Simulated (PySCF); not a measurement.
C4H6OSi, SMILES O=C1CC=C[SiH2]1.

Geometry: r2SCAN-D4/def2-SVP. This is a generated structure with no PubChem entry under its InChIKey; it may be hypothetical. Other conformers were not sampled.

Two levels are set side by side: TDA-PBE/def2-SVPD (PySCF) and TDA-M06-2X/def2-SVPD (PySCF). Vertical, same geometry. The lowest singlet is HOMO→LUMO 99 % with PBE and HOMO→LUMO 89 % with the other functional; states are paired by order. Differences are taken from unrounded values.

```json
[
 {"quantity": "lowest singlet excitation (eV)", "TDA-M06-2X": "3.04", "TDA-PBE": "3.03", "TDA-PBE minus TDA-M06-2X": "-0.01"},
 {"quantity": "lowest triplet excitation (TDA) (eV)", "TDA-M06-2X": "2.52", "TDA-PBE": "2.41", "TDA-PBE minus TDA-M06-2X": "-0.11"}
]
```

Rough cost on one machine, each run with all the roots and properties that it gave: TDA-M06-2X against TDA-PBE about 10 times.
